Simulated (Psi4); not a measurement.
Method: Psi4 with SAPT0/jun-cc-pVDZ, frozen core.

Psi4 input:

```
molecule {
0 1
F 1.24071978 -0.34380817 -0.28966946
C -0.00466371 0.00443777 0.06239260
F -0.85343580 -0.92113735 -0.40533802
F -0.29651792 1.17863079 -0.51413941
H -0.08610235 0.08187696 1.14675429
--
0 1
C 0.34414484 -1.12139088 -3.44368174
C -0.66078743 -0.12377253 -3.57799976
C -0.13821800 1.12886548 -3.72406222
S 1.57968147 1.10177299 -3.69905760
C 1.60640719 -0.60363798 -3.49090077
H 0.13732810 -2.17421113 -3.31796930
H -1.72141428 -0.32864907 -3.56652745
H -0.66514302 2.06084019 -3.84437325
H 2.54493853 -1.12719829 -3.41509494
units angstrom
symmetry c1
no_reorient
no_com
}
set basis jun-cc-pvdz
set scf_type df
set freeze_core true
energy('sapt0')
```

Part of the output:

```
    SAPT Results
  --------------------------------------------------------------------------------------------------------
    Electrostatics                 -2.39990241 [mEh]      -1.50596150 [kcal/mol]      -6.30094291 [kJ/mol]
      Elst10,r                     -2.39990241 [mEh]      -1.50596150 [kcal/mol]      -6.30094291 [kJ/mol]

    Exchange                        7.97839652 [mEh]       5.00651940 [kcal/mol]      20.94727717 [kJ/mol]
      Exch10                        7.97839652 [mEh]       5.00651940 [kcal/mol]      20.94727717 [kJ/mol]
      Exch10(S^2)                   7.96450048 [mEh]       4.99779951 [kcal/mol]      20.91079314 [kJ/mol]

    Induction                      -0.43039878 [mEh]      -0.27007931 [kcal/mol]      -1.13001185 [kJ/mol]
      Ind20,r                      -4.05402230 [mEh]      -2.54393740 [kcal/mol]     -10.64383409 [kJ/mol]
      Exch-Ind20,r                  4.13384297 [mEh]       2.59402562 [kcal/mol]      10.85340321 [kJ/mol]
      delta HF,r (2)               -0.51021945 [mEh]      -0.32016754 [kcal/mol]      -1.33958097 [kJ/mol]

    Dispersion                     -4.22390664 [mEh]      -2.65054143 [kcal/mol]     -11.08986535 [kJ/mol]
      Disp20                       -4.87958685 [mEh]      -3.06198697 [kcal/mol]     -12.81135350 [kJ/mol]
      Exch-Disp20                   0.65568021 [mEh]       0.41144554 [kcal/mol]       1.72148815 [kJ/mol]
      Disp20 (SS)                  -2.43979342 [mEh]      -1.53099349 [kcal/mol]      -6.40567675 [kJ/mol]
      Disp20 (OS)                  -2.43979342 [mEh]      -1.53099349 [kcal/mol]      -6.40567675 [kJ/mol]
      Exch-Disp20 (SS)              0.36667583 [mEh]       0.23009256 [kcal/mol]       0.96270725 [kJ/mol]
      Exch-Disp20 (OS)              0.28900438 [mEh]       0.18135299 [kcal/mol]       0.75878090 [kJ/mol]

  Total HF                          5.14809532 [mEh]       3.23047859 [kcal/mol]      13.51632241 [kJ/mol]
  Total SAPT0                       0.92418868 [mEh]       0.57993716 [kcal/mol]       2.42645706 [kJ/mol]
```
